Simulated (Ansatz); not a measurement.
Compare A (`BrCCCCBr`) with its isomer B (`CC(C)(Br)CBr`).

Isolated molecules relaxed with PBE0-D4/def2-TZVP in Ansatz; ΔE leaves out vibrations. CBS: MP2 limit from def2 TZ/QZ plus the TZ coupled-cluster correction, frozen cores. DFT in def2-TZVPP. B3LYP here is the variant with VWN-RPA as its local correlation; programs differ in this. For Br outer-core shells are correlated without core-valence functions, which leaves a few kJ/mol of doubt a bond. Scalar relativity is left out up to krypton. One conformer a species, not always the lowest.

**Question.** Which is lower in electronic energy at CCSD(T)/CBS, and by how much? (An estimate is asked.)

**Answer.** The calculation gave: B, by 20.0 kJ/mol.

**Question.** Give E(B) − E(A) in kJ/mol with MP2/def2-TZVPP, r2SCAN-D4, LDA (SPW92), HF/def2-TZVPP, B3LYP, PBE0-D4, PBE-D4. (Estimate.)

**Answer.** Computed: MP2/def2-TZVPP -26.3, r2SCAN-D4 -18.3, LDA (SPW92) -20.6, HF/def2-TZVPP 0.6, B3LYP -5.4, PBE0-D4 -13.7, PBE-D4 -15.5. The order is the other way round with HF/def2-TZVPP.

**Question.** Does the order hold for the free energy at 298.15 K (harmonic terms from PBE0-D4)? (Estimate.)

**Answer.** The calculation gave: Yes: G(B) − G(A) = -19.8 kJ/mol, for one conformer each. Modes under 60 cm⁻¹, often nearly free rotors, make the harmonic entropy too high.

Largest T1 diagnostic: 0.008.

Leaving LDA and LC-ωPBE aside and taking each functional with its dispersion term where it has one, the values, not all of them listed here, spread over 6.4 kJ/mol, from B97M-V to CAM-B3LYP-D4. LDA lies −10.6 kJ/mol from PBE without D4. The D4 term adds −9.3 kJ/mol with B3LYP and −4.8 kJ/mol with PBE0; it sums over pairs of atoms, weighted by their polarisabilities, and B3LYP, whose exchange is more repulsive, gets the larger term.
